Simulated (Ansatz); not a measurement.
`NC[SiH](Cl)I` + CH₃OH → `CO[SiH](Cl)I` + CH₃NH₂ at 400 K and 1 bar (ligand exchange at the Si–C bond).

Program: Ansatz. Geometries: PBE0-D4/def2-TZVP. ΔE: electronic, gas phase. CCSD(T)/CBS adds triple-zeta CCSD(T) − MP2 to the extrapolated MP2 energy (def2 sets, frozen cores). This one scheme is used for every species. Elements past krypton have def2 core potentials. For I outer-core shells are correlated without core-valence functions, which leaves a few kJ/mol of doubt a bond. One conformer a species, not always the lowest.

```csv
species,CCSD(T)/CBS energy (Eh),H − E (kJ/mol),S (J/(mol·K))
`NC[SiH](Cl)I`,-1142.15257,208.9,417.4
CH₃OH,-115.61712,151.2,252.6
`CO[SiH](Cl)I`,-1162.05764,176.0,416.7
CH₃NH₂,-95.75281,185.4,256.0
```

H − E and S are ideal-gas, rigid-rotor, harmonic terms from PBE0-D4/def2-TZVP, for one conformer and one mirror image of each species. 1 Eh = 2625.50 kJ/mol, R = 8.31446 J/(mol·K).

Question: By hand: ΔE, ΔH, ΔS and ΔG.

Answer: ΔE = (-1162.05764) + (-95.75281) − (-1142.15257) − (-115.61712) = -0.04076 Eh = -107.0 kJ/mol. Δ(H − E) = 176.0 + 185.4 − 208.9 − 151.2 = 1.3, so ΔH = -105.7 kJ/mol. ΔS = 416.7 + 256.0 − 417.4 − 252.6 = 2.7 J/(mol·K). ΔG = -105.7 − 400 × (2.7)/1000 = -106.8 kJ/mol.

Question: By hand: the equilibrium constant, and the temperature at which ΔG would vanish if ΔH and ΔS stayed fixed.

Answer: log₁₀ K = −ΔG/(RT ln 10) = 13.9. ΔH and −TΔS have one sign here, so there is no such temperature.

The number of gas molecules stays the same, so ΔS is small and ΔH decides. A doubt of 5 kJ/mol in ΔE shifts log₁₀ K by 0.7 here. Other conformers and mirror images would add mixing entropy, several J/(mol·K) or more a flexible species. These are equilibria of isolated gas molecules and say nothing of rates. Largest T1 diagnostic: 0.010 (customary marks: 0.02 for closed shells, 0.045 for open ones).

ΔS is within the doubt of such terms, so its sign, and with it that verdict, could turn.
